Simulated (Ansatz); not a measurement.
C$_{2}$H$_{10}$BNSi, SMILES `CBNC[SiH3]`, relaxed with RKS PBE-D4/def2-SVP in Ansatz 0.2.0 from a rough embedded geometry. The force threshold is 0.03 eV/Å; the program also tests the step.

Charge 0, multiplicity 1.

Start:

```xyz
15

C    -2.181   -0.802    1.566
B    -0.719   -0.840    0.993
N    -0.299    0.138   -0.094
C     1.215   -0.027   -0.406
Si    1.632    1.090   -1.804
H    -2.898   -1.010    0.646
H    -2.415    0.175    1.965
H    -2.309   -1.614    2.269
H     0.041   -1.592    1.416
H    -0.381    1.136    0.330
H     1.776    0.199    0.460
H     1.339   -1.060   -0.765
H     0.759    0.796   -3.028
H     1.402    2.514   -1.414
H     3.038    0.897   -2.133
```

```csv
step,energy (eV),largest force (eV/Å),largest move (Å)
1,-12264.7141,3.206,0.000
2,-12265.4501,1.979,0.195
3,-12265.8089,2.026,0.197
4,-12265.9768,0.851,0.200
5,-12266.0290,0.418,0.200
6,-12266.0669,0.195,0.200
7,-12266.0847,0.146,0.200
8,-12266.0890,0.325,0.118
9,-12266.0901,0.217,0.107
10,-12266.0971,0.084,0.080
11,-12266.0982,0.028,0.038
12,-12266.0985,0.029,0.038
```

End:

```xyz
15

C    -2.203   -0.701    1.388
B    -0.790   -0.920    0.719
N     0.103    0.142    0.500
C     1.417    0.086   -0.130
Si    1.472    1.017   -1.801
H    -3.010   -1.073    0.719
H    -2.434    0.354    1.651
H    -2.286   -1.310    2.315
H    -0.415   -2.033    0.372
H    -0.186    1.088    0.767
H     2.209    0.492    0.542
H     1.677   -0.978   -0.309
H     0.540    0.369   -2.787
H     1.031    2.443   -1.588
H     2.873    1.024   -2.358
```

Run time 13 s (4 threads of an Intel Xeon 6975P-C on a shared host); peak host memory 0.18 GiB.
